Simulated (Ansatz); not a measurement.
Ansatz (a program for electronic structure) input for Si(H)3(NiPr2) (C6H17NSi), SMILES CC(N(C(C)C)[SiH3])C, PBE-D3(BJ)/def2-SVP. 

Ansatz 0.2 input:
```yaml
crystal:
  periodic: [false, false, false]
  atoms:
    - {symbol: Si, position_ang: [-0.00468660, 2.17638498, -0.07660257]}
    - {symbol: N, position_ang: [0.05084222, 0.44738253, 0.09722259]}
    - {symbol: C, position_ang: [-1.25356981, -0.20925953, 0.29632961]}
    - {symbol: C, position_ang: [-1.63107753, -1.23650904, -0.77449028]}
    - {symbol: C, position_ang: [-1.44799432, -0.77242325, 1.71112580]}
    - {symbol: C, position_ang: [1.29598914, -0.27991274, -0.19266460]}
    - {symbol: C, position_ang: [1.46233438, -0.68417464, -1.66619429]}
    - {symbol: C, position_ang: [1.56142334, -1.46460274, 0.73784586]}
    - {symbol: H, position_ang: [1.39374647, 2.69719174, -0.01105863]}
    - {symbol: H, position_ang: [-0.82532613, 2.78144357, 1.02080934]}
    - {symbol: H, position_ang: [-0.61917735, 2.65558982, -1.36352084]}
    - {symbol: H, position_ang: [-1.99861670, 0.60644526, 0.19894269]}
    - {symbol: H, position_ang: [-0.99813345, -2.13593783, -0.72205837]}
    - {symbol: H, position_ang: [-2.67363763, -1.56214764, -0.62916455]}
    - {symbol: H, position_ang: [-1.54212747, -0.80958106, -1.78490542]}
    - {symbol: H, position_ang: [-0.85562333, -1.68285416, 1.88165073]}
    - {symbol: H, position_ang: [-2.50712462, -1.02958855, 1.87672120]}
    - {symbol: H, position_ang: [-1.15307892, -0.02554668, 2.46410037]}
    - {symbol: H, position_ang: [2.09981359, 0.45166902, 0.01235705]}
    - {symbol: H, position_ang: [0.78637176, -1.50249494, -1.95487964]}
    - {symbol: H, position_ang: [1.26066987, 0.17215040, -2.32952227]}
    - {symbol: H, position_ang: [2.49440159, -1.02297257, -1.85549180]}
    - {symbol: H, position_ang: [1.49159523, -1.16372051, 1.79375657]}
    - {symbol: H, position_ang: [2.57541945, -1.85547589, 0.55724678]}
    - {symbol: H, position_ang: [0.85791348, -2.29394573, 0.56518233]}
basis:
  gaussian:
    orbitals: def2-SVP
hamiltonian:
  xc: pbe
  dispersion: d3bj
relax: {f_tol: 0.002, max_steps: 200}
```

Log of the run:

```
WARN ansatz: RAYON_NUM_THREADS=2 ignored (pool sized by the plan → 2); use --threads N
Functional definition: PBE
integrals: 0.21 GiB planned
2302 factors; their error is unknown
mean field: 1.12 GiB planned
mean field evaluation 1: about -15822.8277 eV, gradient 9.1e1 eV
mean field evaluation 2: about -15769.0618 eV, gradient 1.7e2 eV
mean field evaluation 4: about -15843.4667 eV, gradient 1.2e1 eV
mean field evaluation 8: about -15843.7661 eV, gradient 2.8e-1 eV
mean field evaluation 16: about -15843.6380 eV, gradient 3.5e-3 eV
mean field -15843.63799154 eV, -582.2429569855 hartree, gradient 4.2e-5 eV, S^2 0.000000; 0 other end points of the search recorded, 0 dependent functions left out
the calculation of the forces begins
reference -15843.63803623 eV, -582.2429586279 hartree; 37, 37 occupied and 164, 164 virtual orbitals, 2302 factors
relax step   1: F+E_penalty+E_count = -15844.33750002 eV  Δ(F+E_penalty+E_count) = +0.000e0 eV  max|allowed force component| = 2.244e-1 eV/Å  Δτ_max = 0.0000 Å  (30 SCF iters, accepted)
these checks for a lower state are left out or cut short: starts, cluster_reference, orbital_swaps, neighbouring_geometries, increment
integrals: 0.21 GiB planned
2302 factors; their error is unknown
mean field: 1.12 GiB planned
mean field -15843.65929080 eV, -582.2437397190 hartree, gradient 1.0e-5 eV, S^2 0.000000; 0 other end points of the search recorded, 0 dependent functions left out
the calculation of the forces begins
reference -15843.65933566 eV, -582.2437413675 hartree; 37, 37 occupied and 164, 164 virtual orbitals, 2302 factors
relax step   2: F+E_penalty+E_count = -15844.35471556 eV  Δ(F+E_penalty+E_count) = -1.722e-2 eV  max|allowed force component| = 1.478e-1 eV/Å  Δτ_max = 0.0196 Å  (32 SCF iters, accepted)
these checks for a lower state are left out or cut short: starts, cluster_reference, orbital_swaps, neighbouring_geometries, increment
integrals: 0.21 GiB planned
2302 factors; their error is unknown
mean field: 1.12 GiB planned
mean field evaluation 32: about -15843.6613 eV, gradient 3.3e-3 eV
mean field -15843.66127849 eV, -582.2438127651 hartree, gradient 1.0e-5 eV, S^2 0.000000; 0 other end points of the search recorded, 0 dependent functions left out
the calculation of the forces begins
reference -15843.66132335 eV, -582.2438144138 hartree; 37, 37 occupied and 164, 164 virtual orbitals, 2302 factors
relax step   3: F+E_penalty+E_count = -15844.35645763 eV  Δ(F+E_penalty+E_count) = -1.742e-3 eV  max|allowed force component| = 3.843e-2 eV/Å  Δτ_max = 0.0111 Å  (32 SCF iters, accepted)
these checks for a lower state are left out or cut short: starts, cluster_reference, orbital_swaps, neighbouring_geometries, increment
integrals: 0.21 GiB planned
2302 factors; their error is unknown
mean field: 1.12 GiB planned
mean field -15843.66227486 eV, -582.2438493809 hartree, gradient 1.0e-5 eV, S^2 0.000000; 0 other end points of the search recorded, 0 dependent functions left out
the calculation of the forces begins
reference -15843.66231974 eV, -582.2438510304 hartree; 37, 37 occupied and 164, 164 virtual orbitals, 2302 factors
relax step   4: F+E_penalty+E_count = -15844.35663806 eV  Δ(F+E_penalty+E_count) = -1.804e-4 eV  max|allowed force component| = 1.580e-2 eV/Å  Δτ_max = 0.0076 Å  (32 SCF iters, accepted)
these checks for a lower state are left out or cut short: starts, cluster_reference, orbital_swaps, neighbouring_geometries, increment
integrals: 0.21 GiB planned
2302 factors; their error is unknown
mean field: 1.12 GiB planned
mean field -15843.66221338 eV, -582.2438471219 hartree, gradient 1.0e-5 eV, S^2 0.000000; 0 other end points of the search recorded, 0 dependent functions left out
the calculation of the forces begins
reference -15843.66225827 eV, -582.2438487713 hartree; 37, 37 occupied and 164, 164 virtual orbitals, 2302 factors
relax step   5: F+E_penalty+E_count = -15844.35673265 eV  Δ(F+E_penalty+E_count) = -9.460e-5 eV  max|allowed force component| = 4.816e-3 eV/Å  Δτ_max = 0.0182 Å  (31 SCF iters, accepted)
these checks for a lower state are left out or cut short: starts, cluster_reference, orbital_swaps, neighbouring_geometries, increment
integrals: 0.21 GiB planned
2302 factors; their error is unknown
mean field: 1.12 GiB planned
mean field -15843.66223100 eV, -582.2438477693 hartree, gradient 1.0e-5 eV, S^2 0.000000; 0 other end points of the search recorded, 0 dependent functions left out
the calculation of the forces begins
reference -15843.66227587 eV, -582.2438494183 hartree; 37, 37 occupied and 164, 164 virtual orbitals, 2302 factors
[...]
the calculation of the forces begins
reference -15843.66251426 eV, -582.2438581790 hartree; 37, 37 occupied and 164, 164 virtual orbitals, 2302 factors
relax step   9: F+E_penalty+E_count = -15844.35692121 eV  Δ(F+E_penalty+E_count) = -1.809e-5 eV  max|allowed force component| = 3.241e-3 eV/Å  Δτ_max = 0.0030 Å  (22 SCF iters, accepted)
these checks for a lower state are left out or cut short: starts, cluster_reference, orbital_swaps, neighbouring_geometries, increment
integrals: 0.21 GiB planned
2302 factors; their error is unknown
mean field: 1.12 GiB planned
mean field -15843.66245238 eV, -582.2438559048 hartree, gradient 2.1e-5 eV, S^2 0.000000; 0 other end points of the search recorded, 0 dependent functions left out
the calculation of the forces begins
reference -15843.66249723 eV, -582.2438575529 hartree; 37, 37 occupied and 164, 164 virtual orbitals, 2302 factors
relax step  10: F+E_penalty+E_count = -15844.35693121 eV  Δ(F+E_penalty+E_count) = -1.000e-5 eV  max|allowed force component| = 3.738e-3 eV/Å  Δτ_max = 0.0049 Å  (23 SCF iters, accepted)
these checks for a lower state are left out or cut short: starts, cluster_reference, orbital_swaps, neighbouring_geometries, increment
integrals: 0.21 GiB planned
2302 factors; their error is unknown
mean field: 1.12 GiB planned
mean field -15843.66242547 eV, -582.2438549158 hartree, gradient 1.0e-5 eV, S^2 0.000000; 0 other end points of the search recorded, 0 dependent functions left out
the calculation of the forces begins
reference -15843.66247031 eV, -582.2438565638 hartree; 37, 37 occupied and 164, 164 virtual orbitals, 2302 factors
relax step  11: F+E_penalty+E_count = -15844.35694106 eV  Δ(F+E_penalty+E_count) = -9.846e-6 eV  max|allowed force component| = 3.916e-3 eV/Å  Δτ_max = 0.0098 Å  (32 SCF iters, accepted)
these checks for a lower state are left out or cut short: starts, cluster_reference, orbital_swaps, neighbouring_geometries, increment
integrals: 0.21 GiB planned
2302 factors; their error is unknown
mean field: 1.12 GiB planned
mean field -15843.66238141 eV, -582.2438532968 hartree, gradient 1.0e-5 eV, S^2 0.000000; 0 other end points of the search recorded, 0 dependent functions left out
the calculation of the forces begins
reference -15843.66242625 eV, -582.2438549446 hartree; 37, 37 occupied and 164, 164 virtual orbitals, 2302 factors
relax step  12: F+E_penalty+E_count = -15844.35695171 eV  Δ(F+E_penalty+E_count) = -1.065e-5 eV  max|allowed force component| = 5.444e-3 eV/Å  Δτ_max = 0.0183 Å  (31 SCF iters, accepted)
these checks for a lower state are left out or cut short: starts, cluster_reference, orbital_swaps, neighbouring_geometries, increment
integrals: 0.21 GiB planned
2302 factors; their error is unknown
mean field: 1.12 GiB planned
mean field evaluation 96: about -15843.7927 eV, gradient 5.3e-1 eV
mean field -15843.66234145 eV, -582.2438518284 hartree, gradient 1.0e-5 eV, S^2 0.000000; 0 other end points of the search recorded, 0 dependent functions left out
the calculation of the forces begins
reference -15843.66238629 eV, -582.2438534762 hartree; 37, 37 occupied and 164, 164 virtual orbitals, 2302 factors
relax step  13: F+E_penalty+E_count = -15844.35695621 eV  Δ(F+E_penalty+E_count) = -4.498e-6 eV  max|allowed force component| = 2.496e-3 eV/Å  Δτ_max = 0.0133 Å  (32 SCF iters, accepted)
these checks for a lower state are left out or cut short: starts, cluster_reference, orbital_swaps, neighbouring_geometries, increment
integrals: 0.21 GiB planned
2302 factors; their error is unknown
mean field: 1.12 GiB planned
mean field -15843.66233951 eV, -582.2438517568 hartree, gradient 1.3e-5 eV, S^2 0.000000; 0 other end points of the search recorded, 0 dependent functions left out
the calculation of the forces begins
reference -15843.66238434 eV, -582.2438534045 hartree; 37, 37 occupied and 164, 164 virtual orbitals, 2302 factors
relax step  14: F+E_penalty+E_count = -15844.35695848 eV  Δ(F+E_penalty+E_count) = -2.265e-6 eV  max|allowed force component| = 2.090e-3 eV/Å  Δτ_max = 0.0013 Å  (22 SCF iters, accepted)
these checks for a lower state are left out or cut short: starts, cluster_reference, orbital_swaps, neighbouring_geometries, increment
integrals: 0.21 GiB planned
2302 factors; their error is unknown
mean field: 1.12 GiB planned
mean field -15843.66235236 eV, -582.2438522290 hartree, gradient 1.3e-5 eV, S^2 0.000000; 0 other end points of the search recorded, 0 dependent functions left out
the calculation of the forces begins
reference -15843.66239719 eV, -582.2438538768 hartree; 37, 37 occupied and 164, 164 virtual orbitals, 2302 factors
relax step  15: F+E_penalty+E_count = -15844.35695900 eV  Δ(F+E_penalty+E_count) = -5.199e-7 eV  max|allowed force component| = 5.013e-4 eV/Å  Δτ_max = 0.0015 Å  (22 SCF iters, accepted)
integrals: 0.21 GiB planned
2302 factors; their error is unknown
mean field: 1.12 GiB planned
mean field evaluation 128: about -15843.6624 eV, gradient 3.3e-2 eV
mean field -15843.66235236 eV, -582.2438522290 hartree, gradient 1.3e-5 eV, S^2 0.000000; 1 other end points of the search recorded, 0 dependent functions left out
the calculation of the forces begins
reference -15843.66239719 eV, -582.2438538768 hartree; 37, 37 occupied and 164, 164 virtual orbitals, 2302 factors
Total energy: -15844.35700383 eV, -582.2693802000 hartree
Atom 0 at     0.004597     2.184806    -0.083861 Å, force     0.000222    -0.000495    -0.000032 eV/Å
Atom 1 at     0.046517     0.445212     0.103563 Å, force    -0.000328     0.000489     0.000476 eV/Å
Atom 2 at    -1.260821    -0.212075     0.304341 Å, force    -0.000253     0.000176    -0.000229 eV/Å
Atom 3 at    -1.647020    -1.239834    -0.770709 Å, force     0.000035     0.000018     0.000146 eV/Å
Atom 4 at    -1.451646    -0.779099     1.724037 Å, force     0.000411     0.000091    -0.000137 eV/Å
Atom 5 at     1.294680    -0.278653    -0.196822 Å, force     0.000487    -0.000302    -0.000501 eV/Å
Atom 6 at     1.456528    -0.682680    -1.676890 Å, force     0.000135     0.000023     0.000086 eV/Å
Atom 7 at     1.577026    -1.464621     0.736062 Å, force    -0.000434     0.000138     0.000089 eV/Å
Atom 8 at     1.406348     2.704764     0.090881 Å, force    -0.000145     0.000001    -0.000015 eV/Å
Atom 9 at    -0.905236     2.784528     0.958797 Å, force     0.000015     0.000001    -0.000193 eV/Å
Atom 10 at    -0.505058     2.678643    -1.423646 Å, force    -0.000029     0.000024     0.000265 eV/Å
Atom 11 at    -2.008427     0.610106     0.212095 Å, force    -0.000058    -0.000013    -0.000050 eV/Å
Atom 12 at    -1.008407    -2.144513    -0.724733 Å, force     0.000005    -0.000019     0.000023 eV/Å
Atom 13 at    -2.694720    -1.570959    -0.620079 Å, force    -0.000006    -0.000033     0.000032 eV/Å
Atom 14 at    -1.564207    -0.808691    -1.787382 Å, force    -0.000036    -0.000031     0.000069 eV/Å
Atom 15 at    -0.849729    -1.691901     1.895289 Å, force     0.000128    -0.000155     0.000008 eV/Å
Atom 16 at    -2.515523    -1.044722     1.894314 Å, force    -0.000017     0.000033    -0.000046 eV/Å
Atom 17 at    -1.156894    -0.026379     2.481485 Å, force    -0.000015    -0.000055    -0.000060 eV/Å
Atom 18 at     2.100062     0.463635     0.003011 Å, force    -0.000081    -0.000019     0.000011 eV/Å
Atom 19 at     0.778597    -1.509370    -1.964440 Å, force     0.000066     0.000111     0.000044 eV/Å
Atom 20 at     1.244892     0.177651    -2.343425 Å, force     0.000015    -0.000003     0.000031 eV/Å
Atom 21 at     2.495547    -1.018628    -1.875261 Å, force    -0.000005    -0.000022    -0.000092 eV/Å
Atom 22 at     1.515198    -1.161502     1.799111 Å, force    -0.000050     0.000007     0.000044 eV/Å
Atom 23 at     2.597081    -1.855573     0.546058 Å, force     0.000001     0.000040    -0.000017 eV/Å
Atom 24 at     0.870965    -2.303033     0.570943 Å, force    -0.000065    -0.000006     0.000048 eV/Å
Dipole moment:    -0.005811    -0.237637    -0.000638 e Å
```

The calculation finished and met its thresholds.

Cost: roughly 2.6 core-minutes.
